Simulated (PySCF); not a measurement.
**Spin states of CaBr⁺**

Unrestricted PBE0; basis Ca x2c-SVPall, Br x2c-SVPall; spin-free X2C with a Gaussian nucleus; PySCF 2.14. Outer shells of the fragments: Ca+ 4s1; Br 3d10 4s2 4p5.

Followed along the bond (rough minima from three points):

```
2Ms+1  unpaired  ⟨S²⟩ at the start  R at minimum (Å)  Te (eV)
    1      none               0.00              2.47     0.00
    3  σ ↑, π ↑               2.00  none in the scan   ≤ 3.49
```

Solutions found at the starting distance of 2.805 Å, counted from the lowest of them; the search is not exhaustive and high or unbound solutions are not listed, so other states can lie among these:

```json
{"2Ms+1": "1", "unpaired": "none", "term": "¹Σ⁺", "E (eV)": "0.00", "⟨S²⟩": "0.00", "⟨Lz²⟩": "0.00", "μ (D)": "-15.13"}
{"2Ms+1": "3", "unpaired": "σ ↑, π ↑", "term": "³Π", "E (eV)": "3.11", "⟨S²⟩": "2.00", "⟨Lz²⟩": "1.01", "μ (D)": "-5.64"}
{"2Ms+1": "1", "unpaired": "σ ↑, π ↓", "term": "mixed", "E (eV)": "3.13", "⟨S²⟩": "1.00", "⟨Lz²⟩": "1.01", "μ (D)": "-5.62"}
{"2Ms+1": "3", "unpaired": "σ ↑↑", "term": "³Σ⁺", "E (eV)": "3.84", "⟨S²⟩": "2.00", "⟨Lz²⟩": "0.00", "μ (D)": "-6.03"}
{"2Ms+1": "3", "unpaired": "π ↑↑", "term": "mixed", "E (eV)": "4.60", "⟨S²⟩": "2.00", "⟨Lz²⟩": "2.00", "μ (D)": "-7.15"}
{"2Ms+1": "3", "unpaired": "π ↑, δ ↑", "term": "mixed", "E (eV)": "4.60", "⟨S²⟩": "2.00", "⟨Lz²⟩": "5.00", "μ (D)": "-7.02"}
```

A term symbol is given only where ⟨S²⟩ and ⟨Lz²⟩ are close to those of a pure state; real π, δ and φ orbitals otherwise mix terms. A positive dipole points towards Br; it is taken about the centre of mass and depends on that origin.

Counting both spins, an empty level lies below a filled one in some of these solutions, because spin and occupation are held.
